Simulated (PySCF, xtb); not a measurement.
Si(F)(OH)2(OSiH3) (FH5O3Si2), SMILES O([SiH3])[Si](F)(O)O.

GFN2-xTB in xtb at its own geometry gives an orbital gap of 6.43 eV and a dipole moment of 1.16 D.

The structure is a stationary point at ωB97X-D3(BJ)/def2-SVP. The values are those of a single conformer.

Q: What does HF/def2-TZVP in PySCF give? (The exact figures need the calculation; the answer reports its results.)

A: gap 15.57 eV (levels -12.68 and 2.89 eV), dipole 1.28 D.
